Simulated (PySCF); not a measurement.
# How methods differ on the excitation energy of Cd(2+)

Cd(2+) [Kr] 4d10 (1S) → Cd(2+) [Kr] 4d9 5s1 (3D), as a difference of total energies. Calculation: PySCF 2.14, in x2c-TZVPPall with one added diffuse shell each of s, p, d, f type (9s7p7d3f1g, 95 functions); the spin-free X2C one-electron Hamiltonian (Gaussian nucleus). Correlated levels: valence and next inner shell: [Ar] 3d10 frozen. The calculations carry no spin-orbit coupling.

```json
{"method": "UHF", "excitation energy (eV)": "9.807"}
{"method": "MP2 (valence and next inner shell)", "excitation energy (eV)": "10.405"}
{"method": "SCS-MP2 (valence and next inner shell)", "excitation energy (eV)": "10.392"}
{"method": "CCSD (valence and next inner shell)", "excitation energy (eV)": "10.181"}
{"method": "CCSD(T) (valence and next inner shell)", "excitation energy (eV)": "10.185"}
```

Question: How much does correlation contribute at CCSD(T) (valence and next inner shell)?

Answer: 10.185 − (9.807) = 0.378 eV, measured against UHF.

A first-order spin-orbit estimate (lowest level to lowest level, LS coupling) adds -0.296 eV.
